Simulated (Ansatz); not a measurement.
F5Sb (SMILES [F][Sb]([F])([F])([F])[F]), singlet, at a GFN2-xTB geometry (all electrons, no relativity); PBE0/STO-3G in Ansatz (a quantum-chemistry and plane-wave program).

Ansatz was given this input:
Ansatz 0.2 input:
```yaml
crystal:
  periodic: [false, false, false]
  atoms:
    - {symbol: Sb, position_ang: [-0.00538098, -0.01804812, -0.00232090]}
    - {symbol: F, position_ang: [1.27108124, -0.77244999, 1.17556001]}
    - {symbol: F, position_ang: [-1.28766979, 0.72948715, -1.17818027]}
    - {symbol: F, position_ang: [0.23534493, 1.68191679, 0.82082326]}
    - {symbol: F, position_ang: [1.08319346, -0.49526191, -1.49023129]}
    - {symbol: F, position_ang: [-1.32250323, -1.22629968, 0.65862935]}
basis:
  gaussian:
    orbitals: STO-3G
hamiltonian:
  xc: pbe0
accuracy: high
```

The log (banner, timings and long lists left out):

```
Functional definition: PBE0
905 factors; integrals over basis functions are off by at most 8.5e-9 eV
mean field evaluation 1: about -183526.0897 eV, gradient 2.8e1 eV
mean field evaluation 2: about -183528.6464 eV, gradient 1.8e1 eV
mean field evaluation 4: about -183530.2115 eV, gradient 4.7e-1 eV
mean field evaluation 8: about -183530.2937 eV, gradient 1.3e-2 eV
mean field evaluation 16: about -183530.2937 eV, gradient 4.1e-7 eV
mean field -183530.29370440 eV, -6744.6138923355 hartree, gradient 8.2e-8 eV, S^2 0.000000; 0 other end points of the search recorded, 0 dependent functions left out
reference -183530.29370540 eV, -6744.6138923725 hartree; 48, 48 occupied and 4, 4 virtual orbitals, 905 factors
Total energy: -183530.29370540 eV, -6744.6138923725 hartree
```
